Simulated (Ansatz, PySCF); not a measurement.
Molecule: chloro(fluoro)silane, sum formula SiH2ClF, charge 0, multiplicity 1. SMILES: F[SiH2]Cl
Structure (B3LYP-D3(BJ)/def2-TZVP (Ansatz, a first-principles code) minimum search):
```xyz
5

Si    -0.6602    -0.3653    -0.0183
F     -1.3303     1.0796    -0.1089
Cl     1.3732    -0.1459     0.0740
H     -1.0030    -1.1093    -1.2389
H     -1.1251    -1.0119     1.2173
```

Property: atomisation energy (electronic, to ground-state atoms), in eV. Valence correlation only, unless marked. Open shells are spin-unrestricted. No spin-orbit coupling. No relativistic terms. The coupled-cluster limit lacks core correlation, which all-electron functionals hold. CBS(X,Y): correlation extrapolated as X^-3; Hartree-Fock from the larger set.

| level | program | atomisation energy (eV) | minus last row |
|---|---|---|---|
| HF/STO-3G | Ansatz | 14.27 | -3.18 |
| HF-D3(BJ)/def2-TZVPD | PySCF + dftd3 | 14.01 | -3.44 |
| BLYP-D3(BJ)/def2-TZVPD | Ansatz + dftd3 | 16.99 | -0.46 |
| MN15/def2-TZVPD | PySCF | 17.56 | 0.11 |
| B2PLYP/def2-TZVPD | Ansatz | 17.00 | -0.45 |
| RI-MP2/cc-pV(Q+d)Z | Ansatz | 17.63 | 0.18 |
| CCSD/cc-pV(D+d)Z | Ansatz | 15.43 | -2.02 |
| CCSD/cc-pV(Q+d)Z | Ansatz | 16.98 | -0.47 |
| CCSD(T)/cc-pV(T+d)Z | Ansatz | 16.80 | -0.65 |
| CCSD(T)/CBS(cc-pV(T+d)Z,cc-pV(Q+d)Z) | Ansatz | 17.45 | 0.00 |
